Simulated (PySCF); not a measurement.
Si(Cl)(Me) (CH3ClSi), SMILES C[Si]Cl (connectivity only; charge and spin as stated), neutral, multiplicity 1. Atoms are numbered in the order given.

```xyz
6

Si     0.8110    -0.4865     0.0000
Cl    -0.2627     1.3304     0.0000
C     -0.6620    -1.6790     0.0000
H     -0.3325    -2.7204     0.0000
H     -1.2918    -1.5059    -0.8791
H     -1.2918    -1.5059     0.8791
```
Charge 0, spin multiplicity 1.

The structure is a stationary point at B3LYP-D3(BJ)/def2-TZVP.

Level of theory: PBE0/def2-TZVPD run with PySCF.

Symmetry labels are those of the subgroup Cs that the program uses (full group Cs).

Computed valence orbital energies around the gap with their symmetry:
```tsv
orbital	symmetry	energy (eV)
HOMO−7	A'	-19.89
HOMO−6	A'	-13.51
HOMO−5	A'	-11.87
HOMO−4	A"	-11.76
HOMO−3	A'	-10.24
HOMO−2	A"	-9.55
HOMO−1	A'	-9.25
HOMO	A'	-6.75
LUMO	A"	-2.59
LUMO+1	A'	0.00
LUMO+2	A'	0.31
LUMO+3	A'	0.90
```
